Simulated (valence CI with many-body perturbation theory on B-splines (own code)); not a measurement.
Basis-set convergence for Hf33+

Computed by relativistic CI+MBPT: three valence electrons over a frozen Dirac-Fock core [Kr], radial functions for each j: 7 s, 7 p, 8 d, 6 f, 4 g, 1 h, with the one-electron correlation potential Σ1 (screened to all orders), the two-electron term Σ2, the three-electron term Σ3, Breit, model QED; selected single and double excitations, second order for the rest, scaled by the run's own slope (own B-spline code, finite nucleus).

No measured spectrum was set against this ion. As an estimate, large intervals hold to a few tenths of a per cent, small ones and those within an open d or f shell to about a per cent. Only levels of the ground parity were solved; by the run's estimate the other parity begins above the list, which can be wrong where configurations are misplaced.

The reference run has the lowest level (4d3/2^3) J=3/2 and an ionisation energy of 1363.62 eV. Its largest variational space holds 4973 state functions.

Levels are named by their leading jj configuration (3d3/2^4 stands for four electrons in 3d with j = 3/2), which in mixed levels can hold well under half, so a name can repeat and another be missing. Letters in brackets count levels of one name in rising energy.

Changed runs:
A. basis 6 s, 6 p, 5 d, 5 f, 1 g
B. basis 5 s, 5 p, 4 d, 4 f

Excitation energies of the reference run in cm⁻¹, and shifts in cm⁻¹:

```csv
Level,Reference,A,B
(4d3/2^2 4d5/2) J=5/2 [a],101749,-144,-427
(4d3/2^2 4d5/2) J=3/2,120951,-78,+39
(4d3/2^2 4d5/2) J=7/2,130645,-28,+68
(4d3/2^2 4d5/2) J=9/2,134144,+25,+306
(4d3/2^2 4d5/2) J=1/2,135772,-50,+235
(4d3/2^2 4d5/2) J=5/2 [b],194992,+38,+541
(4d3/2 4d5/2^2) J=7/2 [a],232009,-84,-164
(4d3/2 4d5/2^2) J=9/2,244367,-91,-65
(4d3/2 4d5/2^2) J=3/2 [a],257808,-25,+86
(4d3/2 4d5/2^2) J=1/2,266171,+10,+465
(4d3/2 4d5/2^2) J=11/2,273613,+34,+555
(4d3/2 4d5/2^2) J=5/2 [a],274057,+12,+459
Ionisation energy (eV),1363.62,-0.041,-0.10
```
